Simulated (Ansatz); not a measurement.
Program: Ansatz. Geometries: PBE0-D4/def2-TZVP. ΔE: electronic, gas phase. CCSD(T)/CBS adds triple-zeta CCSD(T) − MP2 to the extrapolated MP2 energy (def2 sets, frozen cores). This one scheme is used for every species. Functionals use def2-TZVPP. B3LYP here is the variant with VWN-RPA as its local correlation; programs differ in this. HSE06 is defined as in plane-wave codes. For Ge outer-core shells are correlated without core-valence functions, which leaves a few kJ/mol of doubt a bond. Scalar relativity is left out up to krypton. Each species was taken in one conformer, which may not be the lowest.

Consider the formal exchange of groups at a Ge–Ge bond: `[GeH3][SiH2][GeH2][SiH2][GeH2][GeH3]` + SiH₄ → `[SiH3][GeH2][SiH2][GeH2][SiH2][GeH3]` + GeH₄.

```json
{"level": "LDA (SPW92)", "ΔE (kcal/mol)": "2.1", "difference from CCSD(T)/CBS": "-1.8"}
{"level": "revPBE-D4", "ΔE (kcal/mol)": "2.6", "difference from CCSD(T)/CBS": "-1.3"}
{"level": "r2SCAN-D4", "ΔE (kcal/mol)": "3.0", "difference from CCSD(T)/CBS": "-0.9"}
{"level": "B97M-V", "ΔE (kcal/mol)": "1.4", "difference from CCSD(T)/CBS": "-2.5"}
{"level": "B3LYP-D4", "ΔE (kcal/mol)": "3.8", "difference from CCSD(T)/CBS": "-0.1"}
{"level": "r2SCANh-D4", "ΔE (kcal/mol)": "3.1", "difference from CCSD(T)/CBS": "-0.8"}
{"level": "r2SCAN0-D4", "ΔE (kcal/mol)": "3.3", "difference from CCSD(T)/CBS": "-0.6"}
{"level": "HSE06-D4", "ΔE (kcal/mol)": "2.9", "difference from CCSD(T)/CBS": "-1.0"}
{"level": "BHLYP-D4", "ΔE (kcal/mol)": "4.2", "difference from CCSD(T)/CBS": "0.3"}
{"level": "CAM-B3LYP-D4", "ΔE (kcal/mol)": "3.5", "difference from CCSD(T)/CBS": "-0.4"}
{"level": "ωB97X-V", "ΔE (kcal/mol)": "3.4", "difference from CCSD(T)/CBS": "-0.5"}
{"level": "ωB97M-V", "ΔE (kcal/mol)": "3.9", "difference from CCSD(T)/CBS": "0.0"}
{"level": "B2PLYP", "ΔE (kcal/mol)": "4.1", "difference from CCSD(T)/CBS": "0.2"}
{"level": "PBE-QIDH", "ΔE (kcal/mol)": "3.7", "difference from CCSD(T)/CBS": "-0.2"}
{"level": "PBE", "ΔE (kcal/mol)": "2.7", "difference from CCSD(T)/CBS": "-1.2"}
{"level": "revPBE", "ΔE (kcal/mol)": "2.7", "difference from CCSD(T)/CBS": "-1.2"}
{"level": "BLYP", "ΔE (kcal/mol)": "3.7", "difference from CCSD(T)/CBS": "-0.2"}
{"level": "r2SCAN", "ΔE (kcal/mol)": "3.0", "difference from CCSD(T)/CBS": "-0.9"}
{"level": "PBE0", "ΔE (kcal/mol)": "2.9", "difference from CCSD(T)/CBS": "-1.0"}
{"level": "B3LYP", "ΔE (kcal/mol)": "3.7", "difference from CCSD(T)/CBS": "-0.2"}
{"level": "r2SCANh", "ΔE (kcal/mol)": "3.1", "difference from CCSD(T)/CBS": "-0.8"}
{"level": "r2SCAN0", "ΔE (kcal/mol)": "3.3", "difference from CCSD(T)/CBS": "-0.6"}
{"level": "HSE06", "ΔE (kcal/mol)": "2.9", "difference from CCSD(T)/CBS": "-1.0"}
{"level": "BHLYP", "ΔE (kcal/mol)": "4.0", "difference from CCSD(T)/CBS": "0.1"}
{"level": "CAM-B3LYP", "ΔE (kcal/mol)": "3.5", "difference from CCSD(T)/CBS": "-0.4"}
{"level": "LC-ωPBE", "ΔE (kcal/mol)": "2.7", "difference from CCSD(T)/CBS": "-1.2"}
{"level": "RPA@PBE/def2-TZVPP", "ΔE (kcal/mol)": "4.6", "difference from CCSD(T)/CBS": "0.7"}
{"level": "HF/def2-SVP", "ΔE (kcal/mol)": "3.5", "difference from CCSD(T)/CBS": "-0.4"}
{"level": "CCSD/def2-SVP", "ΔE (kcal/mol)": "3.5", "difference from CCSD(T)/CBS": "-0.4"}
{"level": "CCSD(T)/def2-SVP", "ΔE (kcal/mol)": "3.5", "difference from CCSD(T)/CBS": "-0.4"}
{"level": "HF/def2-TZVPP", "ΔE (kcal/mol)": "4.2", "difference from CCSD(T)/CBS": "0.3"}
{"level": "MP2/def2-TZVPP", "ΔE (kcal/mol)": "5.1", "difference from CCSD(T)/CBS": "1.2"}
{"level": "SCS-MP2/def2-TZVPP", "ΔE (kcal/mol)": "5.0", "difference from CCSD(T)/CBS": "1.1"}
{"level": "CCSD/def2-TZVPP", "ΔE (kcal/mol)": "4.4", "difference from CCSD(T)/CBS": "0.5"}
{"level": "CCSD(T)/def2-TZVPP", "ΔE (kcal/mol)": "4.3", "difference from CCSD(T)/CBS": "0.4"}
{"level": "MP2/def2-QZVPP", "ΔE (kcal/mol)": "4.7", "difference from CCSD(T)/CBS": "0.8"}
{"level": "SCS-MP2/def2-QZVPP", "ΔE (kcal/mol)": "4.5", "difference from CCSD(T)/CBS": "0.6"}
{"level": "HF/CBS(def2)", "ΔE (kcal/mol)": "4.0", "difference from CCSD(T)/CBS": "0.1"}
{"level": "MP2/CBS(def2)", "ΔE (kcal/mol)": "4.6", "difference from CCSD(T)/CBS": "0.7"}
{"level": "CCSD/CBS(def2)", "ΔE (kcal/mol)": "3.9", "difference from CCSD(T)/CBS": "0.0"}
{"level": "CCSD(T)/CBS", "ΔE (kcal/mol)": "3.9", "difference from CCSD(T)/CBS": "0"}
```

Largest T1 diagnostic among the species: 0.013.

Leaving LDA and LC-ωPBE aside and taking each functional with its dispersion term where it has one, the values spread over 2.7 kcal/mol, from B97M-V to BHLYP-D4.
